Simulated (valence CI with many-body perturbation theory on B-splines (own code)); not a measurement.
Forbidden lines of Hg XL

Method: valence CI with perturbative core correlation (CI+MBPT): five valence electrons over a frozen Dirac-Fock core [Kr], a basis of 7 s, 7 p, 8 d, 6 f, 4 g, 1 h functions for each j, with the one-electron correlation potential Σ1, the two-electron term Σ2, the three-electron term Σ3, Breit, model QED; selected CI, second order for the rest (own B-spline code, finite nucleus).

The last digits are not significant, and no measured levels were compared; by estimate large intervals hold to a few tenths of a per cent, small ones and those within an open d or f shell to about a per cent. Only levels of the ground parity were solved; by the run's estimate the other parity begins above the list, which can be wrong where configurations are misplaced.

Lines 51 to 100 of 120 in falling wavelength, among levels below 116.49 eV, chosen from the decays that carry over 1 % of a level's rate. Wavelengths and rates use the calculated energies. Electric multipoles are in the length gauge, E1 and E2 with the static RPA response of the core. S is in atomic units (e²a₀⁴ for E2 and M2, e²a₀⁶ for E3), for M1 in squared Bohr magnetons. Weak lines are less certain than strong ones. Lines between different terms over intervals too small for the method are left out, as are lines whose strength nearly cancels. The highest levels of a list are the least certain.

Levels are named by their leading jj configuration (3d3/2^4 stands for four electrons in 3d with j = 3/2), which in mixed levels can hold well under half, so a name can repeat and another be missing. Letters in brackets count levels of one name in rising energy.

```csv
λ vac (nm),Upper,Lower,Type,A (s⁻¹),S (a.u.)
46.77,(4d3/2 4d5/2^4) J=7/2 [a],(4d3/2^2 4d5/2^3) J=5/2 [b],M1,6.88e+04,2.09e+00
46.62,(4d3/2^2 4d5/2^3) J=5/2 [c],(4d3/2^3 4d5/2^2) J=7/2 [b],M1,7.73e+04,1.74e+00
46.29,(4d3/2^2 4d5/2^3) J=1/2 [a],(4d3/2^3 4d5/2^2) J=3/2 [a],M1,1.74e+05,1.28e+00
46.18,(4d3/2 4d5/2^4) J=5/2 [a],(4d3/2^2 4d5/2^3) J=7/2 [a],M1,9.21e+04,2.02e+00
46.17,(4d3/2 4d5/2^4) J=9/2,(4d3/2^2 4d5/2^3) J=7/2 [b],M1,4.10e+04,1.50e+00
46.16,(4d3/2^2 4d5/2^3) J=13/2,(4d3/2^3 4d5/2^2) J=11/2,M1,2.95e+04,1.50e+00
45.71,(4d3/2^3 4d5/2^2) J=3/2 [a],(4d3/2^4 4d5/2) J=5/2,M1,2.03e+05,2.88e+00
44.94,(4d3/2^2 4d5/2^3) J=3/2 [b],(4d3/2^3 4d5/2^2) J=1/2,M1,1.68e+04,2.26e-01
44.82,(4d3/2 4d5/2^4) J=9/2,(4d3/2^2 4d5/2^3) J=9/2 [b],M1,1.19e+05,3.98e+00
44.79,(4d3/2 4d5/2^4) J=3/2 [a],(4d3/2^2 4d5/2^3) J=5/2 [b],M1,6.31e+04,8.41e-01
44.68,(4d3/2^2 4d5/2^3) J=3/2 [a],(4d3/2^3 4d5/2^2) J=3/2 [a],M1,1.82e+05,2.40e+00
44.64,(4d3/2 4d5/2^4) J=5/2 [b],(4d3/2^2 4d5/2^3) J=3/2 [b],M1,7.60e+04,1.50e+00
44.36,(4d3/2^2 4d5/2^3) J=7/2 [b],(4d3/2^3 4d5/2^2) J=5/2 [b],M1,4.05e+03,1.05e-01
44.13,(4d3/2 4d5/2^4) J=3/2 [a],(4d3/2^2 4d5/2^3) J=3/2 [a],M1,2.13e+05,2.71e+00
44.03,(4d3/2^2 4d5/2^3) J=5/2 [b],(4d3/2^3 4d5/2^2) J=3/2 [a],M1,3.02e+04,5.73e-01
43.52,(4d3/2^2 4d5/2^3) J=9/2 [b],(4d3/2^3 4d5/2^2) J=9/2,M1,1.47e+05,4.49e+00
43.47,(4d3/2^2 4d5/2^3) J=5/2 [c],(4d3/2^3 4d5/2^2) J=5/2 [b],M1,6.05e+03,1.11e-01
43.45,(4d3/2 4d5/2^4) J=11/2,(4d3/2^2 4d5/2^3) J=13/2,M1,4.73e+04,1.73e+00
43.08,(4d3/2^2 4d5/2^3) J=5/2 [b],(4d3/2^3 4d5/2^2) J=7/2 [a],M1,6.87e+04,1.22e+00
42.98,(4d3/2^2 4d5/2^3) J=3/2 [b],(4d3/2^3 4d5/2^2) J=5/2 [b],M1,4.86e+04,5.72e-01
42.67,(4d3/2 4d5/2^4) J=3/2 [a],(4d3/2^2 4d5/2^3) J=1/2 [a],M1,1.60e+05,1.84e+00
42.35,(4d3/2 4d5/2^4) J=7/2 [a],(4d3/2^2 4d5/2^3) J=9/2 [a],M1,1.44e+05,3.23e+00
42.32,(4d3/2^2 4d5/2^3) J=7/2 [b],(4d3/2^3 4d5/2^2) J=9/2,M1,4.17e+04,9.37e-01
42.09,(4d3/2^3 4d5/2^2) J=9/2,(4d3/2^4 4d5/2) J=5/2,E2,4.36e+01,5.14e-03
41.79,(4d3/2^2 4d5/2^3) J=7/2 [c],(4d3/2^3 4d5/2^2) J=7/2 [b],M1,5.59e+04,1.21e+00
41.60,(4d3/2^2 4d5/2^3) J=7/2 [a],(4d3/2^3 4d5/2^2) J=5/2 [a],M1,5.21e+04,1.11e+00
41.36,(4d3/2^2 4d5/2^3) J=1/2 [b],(4d3/2^3 4d5/2^2) J=1/2,M1,8.65e+04,4.54e-01
40.84,(4d3/2^2 4d5/2^3) J=9/2 [b],(4d3/2^3 4d5/2^2) J=11/2,M1,4.89e+04,1.23e+00
40.70,(4d3/2 4d5/2^4) J=11/2,(4d3/2^2 4d5/2^3) J=9/2 [a],M1,6.14e+04,1.84e+00
40.70,(4d3/2 4d5/2^4) J=5/2 [a],(4d3/2^2 4d5/2^3) J=5/2 [a],M1,4.70e+05,7.05e+00
40.50,(4d3/2 4d5/2^4) J=7/2 [a],(4d3/2^2 4d5/2^3) J=7/2 [a],M1,1.24e+05,2.44e+00
40.25,(4d3/2^3 4d5/2^2) J=5/2 [b],(4d3/2^4 4d5/2) J=5/2,M1,2.88e+03,4.18e-02
40.25,(4d3/2^3 4d5/2^2) J=5/2 [b],(4d3/2^4 4d5/2) J=5/2,E2,2.40e+02,1.36e-02
39.86,(4d3/2 4d5/2^4) J=11/2,(4d3/2^2 4d5/2^3) J=11/2,M1,2.00e+05,5.65e+00
39.43,(4d3/2^2 4d5/2^3) J=9/2 [b],(4d3/2^3 4d5/2^2) J=7/2 [a],M1,4.14e+04,9.42e-01
39.24,(4d3/2^2 4d5/2^3) J=7/2 [c],(4d3/2^3 4d5/2^2) J=5/2 [b],M1,2.69e+04,4.82e-01
38.67,(4d3/2^3 4d5/2^2) J=1/2,(4d3/2^4 4d5/2) J=5/2,E2,1.44e+02,2.23e-03
38.58,(4d3/2 4d5/2^4) J=5/2 [b],(4d3/2^2 4d5/2^3) J=5/2 [b],M1,9.76e+04,1.25e+00
38.53,(4d3/2^2 4d5/2^3) J=3/2 [c],(4d3/2^3 4d5/2^2) J=3/2 [b],M1,3.51e+04,2.98e-01
38.50,(4d3/2^2 4d5/2^3) J=5/2 [c],(4d3/2^3 4d5/2^2) J=3/2 [a],M1,4.21e+04,5.35e-01
38.45,(4d3/2^2 4d5/2^3) J=7/2 [b],(4d3/2^3 4d5/2^2) J=7/2 [a],M1,3.00e+03,5.06e-02
38.12,(4d3/2^2 4d5/2^3) J=3/2 [b],(4d3/2^3 4d5/2^2) J=3/2 [a],M1,3.26e+04,2.68e-01
38.09,(4d3/2 4d5/2^4) J=5/2 [b],(4d3/2^2 4d5/2^3) J=3/2 [a],M1,2.68e+04,3.29e-01
37.88,(4d3/2^3 4d5/2^2) J=7/2 [b],(4d3/2^4 4d5/2) J=5/2,M1,4.81e+03,7.75e-02
37.77,(4d3/2^2 4d5/2^3) J=5/2 [c],(4d3/2^3 4d5/2^2) J=7/2 [a],M1,9.44e+04,1.13e+00
37.63,(4d3/2^2 4d5/2^3) J=7/2 [c],(4d3/2^3 4d5/2^2) J=9/2,M1,5.73e+04,9.06e-01
37.47,(4d3/2 4d5/2^4) J=9/2,(4d3/2^2 4d5/2^3) J=9/2 [a],M1,4.79e+03,9.35e-02
37.37,(4d3/2^2 4d5/2^3) J=9/2 [c],(4d3/2^3 4d5/2^2) J=7/2 [b],M1,5.96e+04,1.15e+00
37.01,(4d3/2^2 4d5/2^3) J=3/2 [a],(4d3/2^3 4d5/2^2) J=5/2 [a],M1,1.17e+05,8.77e-01
36.76,(4d3/2^2 4d5/2^3) J=5/2 [d],(4d3/2^3 4d5/2^2) J=3/2 [b],M1,5.47e+04,6.05e-01
```
